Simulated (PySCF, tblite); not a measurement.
Compound: C₅H₁₃PS.
Atom-mapped SMILES: `[CH2:1]=[P:2]([CH3:3])([CH3:4])[CH2:5][S:6][CH3:7]` (hydrogens: H8, H9 on C1; H10, H11, H12 on C3; H13, H14, H15 on C4; H16, H17 on C5; H18, H19, H20 on C7)

Cartesian coordinates in Å at the GFN2-xTB level; atoms count from 1:
```
atom  x, y, z in Å
C1    -2.0141   -1.6669    0.8376
P2    -1.0470   -0.5028    0.0674
C3    -1.6868    1.1607    0.4253
C4    -1.1704   -0.6983   -1.7358
C5     0.8122   -0.2016    0.2526
S6     1.5452    1.1519   -0.7383
C7     3.2659    0.9895   -0.1896
H8    -1.7187   -2.6792    0.5733
H9    -2.0396   -1.5244    1.9150
H10   -1.1593    1.9060   -0.1677
H11   -1.5558    1.3752    1.4850
H12   -2.7498    1.1607    0.1915
H13   -2.2280   -0.7167   -1.9922
H14   -0.6632    0.1213   -2.2422
H15   -0.7180   -1.6455   -2.0259
H16    1.0047    0.0080    1.3100
H17    1.3215   -1.1328   -0.0164
H18    3.6390    0.0024   -0.4503
H19    3.8338    1.7527   -0.7116
H20    3.3232    1.1506    0.8838
```

Level of theory: PBE0/pcSseg-1 in PySCF (dipole) on a GFN2-xTB geometry, gas phase.

Masses are those of the commonest isotopes; rigid-rotor values at the optimised geometry. The values belong to one conformer with, in the numbering `[CH2:1]=[P:2]([CH3:3])([CH3:4])[CH2:5][S:6][CH3:7]`, C1–P2–C5–S6 180°, P2–C5–S6–C7 180°.

(1) Give the principal moments of inertia and the rotational constants in MHz.

(2) What kind of rotor is it?

(3) What does the inertial defect say?

(4) Where do the levels up to J = 5 lie, in MHz?

(5) Which lines would a microwave search look for?

Answers

(1) Ia = 152.26, Ib = 558.02, Ic = 561.14 u·Å²; 505379 MHz·u·Å²/I gives A = 3319, B = 905.7, C = 900.6 MHz.

(2) A near-prolate asymmetric top: κ = (2 × 905.7 − 3319 − 900.6)/(3319 − 900.6) = -1.00.

(3) Not planar: Δ = Ic − Ia − Ib = -149.14 u·Å². For a rigid frame Δ = −2 Σ m c², so Σ m c² = 74.57 u·Å² lies off the ab plane: 24.21 from hydrogen and 50.36 from heavier atoms. The atom farthest from that plane is 2.35 Å away.

(4) Above 0(0,0):
J = 1: 1(0,1) 1806, 1(1,1) 4220, 1(1,0) 4225
J = 2: 2(0,2) 5419, 2(1,2) 7827, 2(1,1) 7842, 2(2,1) 15083, 2(2,0) 15083
J = 3: 3(0,3) 10838, 3(1,3) 13239, 3(1,2) 13269, 3(2,2) 20502, 3(2,1) 20502, 3(3,1) 32581, 3(3,0) 32581
J = 4: 4(0,4) 18063, 4(1,4) 20454, 4(1,3) 20504, 4(2,3) 27727, 4(2,2) 27727, 4(3,2) 39806, 4(3,1) 39806, 4(4,1) 56718, 4(4,0) 56718
J = 5: 5(0,5) 27094, 5(1,5) 29472, 5(1,4) 29548, 5(2,4) 36758, 5(2,3) 36758, 5(3,3) 48838, 5(3,2) 48838, 5(4,2) 65749, 5(4,1) 65749, 5(5,1) 87493, 5(5,0) 87493
Those of J = 1 are B + C, A + C and A + B.

(5) The dipole components are |μa| = 2.94 D, |μb| = 0.34 D, |μc| = 0.00 D; the mirror of this Cs structure is the ab plane, so μc vanishes by symmetry and there are no c-type lines. The squared components, which scale the intensities, stand as 1.00 : 0.01 (a : b). Some lines, for components of 0.1 D or more:

| type | branch | J(Ka,Kc) | MHz | lower level (cm⁻¹) |
| --- | --- | --- | --- | --- |
| b | R | 2(0,2) ← 1(1,1) | 1199 | 0.141 |
| a | R | 1(0,1) ← 0(0,0) | 1806 | 0.000 |
| b | Q | 1(1,0) ← 1(0,1) | 2418 | 0.060 |
| b | Q | 2(1,1) ← 2(0,2) | 2424 | 0.181 |
| a | R | 2(1,2) ← 1(1,1) | 3608 | 0.141 |
| a | R | 2(0,2) ← 1(0,1) | 3613 | 0.060 |
| b | R | 1(1,1) ← 0(0,0) | 4220 | 0.000 |
| b | Q | 2(2,0) ← 2(1,1) | 7240 | 0.262 |
| b | R | 2(2,1) ← 1(1,0) | 10858 | 0.141 |
| b | R | 2(2,0) ← 1(1,1) | 10863 | 0.141 |

Its GFN2-xTB frequencies are all real (lowest 31 cm⁻¹). Constants of a rigid frame at the computed geometry: no zero-point averaging, no centrifugal distortion. A rigid rotor knows nothing of internal rotation, which can split or shift real lines.

Hardware: AMD EPYC 7R43, one thread, on a shared host. Cost: 61 s wall (grids of density and orbitals included), 0.88 GiB resident at most. This is the PBE0/pcSseg-1 job that gave the dipole, with the shieldings it also computed.
